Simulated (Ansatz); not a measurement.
Calculated with Ansatz (gas phase, PBE0-D4/def2-TZVP geometries, no zero-point term in ΔE). CCSD(T)/CBS is the MP2 limit (def2-TZVPP, def2-QZVPP) plus CCSD(T) − MP2 in def2-TZVPP, frozen cores. This one scheme is used for every species. Functionals use def2-TZVPP. For Ga outer-core shells are correlated without core-valence functions, which leaves a few kJ/mol of doubt a bond. Scalar relativity is left out up to krypton. Each species was taken in one conformer, which may not be the lowest.

`[OH][Ga]([Cl])[Cl]` + HCl → `[Cl][Ga]([Cl])[Cl]` + H₂O  (ligand exchange at a Ga–O bond)

`[OH][Ga]([Cl])[Cl]`:

```xyz
5

O     0.720    1.200   -0.199
Ga   -0.307   -0.183    0.180
Cl   -1.935    0.089    1.493
Cl    0.087   -2.088   -0.671
H     1.435    0.982   -0.803
```

HCl:

```xyz
2

Cl    0.291    0.564   -0.074
H    -0.291   -0.564    0.074
```

`[Cl][Ga]([Cl])[Cl]`:

```xyz
4

Cl    0.269   -1.700    1.223
Ga    0.000    0.000    0.000
Cl    1.670    0.930   -0.898
Cl   -1.939    0.770   -0.325
```

H₂O:

Cartesian coordinates in Å:
```
O -0.291 -0.207 0.154
H -0.156 0.741 0.210
H 0.447 -0.534 -0.364
```

```tsv
level	ΔE (kJ/mol)
r2SCAN0-D4	-58.0
MP2/def2-SVP	-47.1
CCSD/def2-TZVPP	-50.3
MP2/def2-QZVPP	-53.4
```

(1) What does CCSD(T)/CBS give? (Estimate.)

(2) What do rigid-rotor, harmonic-oscillator terms from PBE0-D4/def2-TZVP frequencies (298.15 K, 1 bar) make of the CCSD(T)/CBS value? (Estimate.)

Largest T1 diagnostic among the species: 0.012.

Answers

(1) Ansatz gave: -54.2 kJ/mol. The listed levels differ from it by -3.8, 7.1, 3.9, 0.8 kJ/mol.

(2) Ansatz gave: ΔZPE = +5.9 kJ/mol, ΔH = -47.5 kJ/mol, ΔS = -7 J/(mol·K), ΔG = -45.3 kJ/mol.

From r2SCAN to r2SCAN0 (25 % exact exchange), in def2-TZVPP and without D4, ΔE moves by −4.8 kJ/mol. Leaving LDA and LC-ωPBE aside and taking each functional with its dispersion term where it has one, the values, not all of them listed here, spread over 10.0 kJ/mol, from BHLYP-D4 to BLYP-D4. LDA lies +3.1 kJ/mol from PBE without D4. In def2-TZVPP, CCSD(T) changes the Hartree–Fock value by +11.7 kJ/mol (the triples alone add +0.9 kJ/mol) and MP2 by +10.0 kJ/mol.
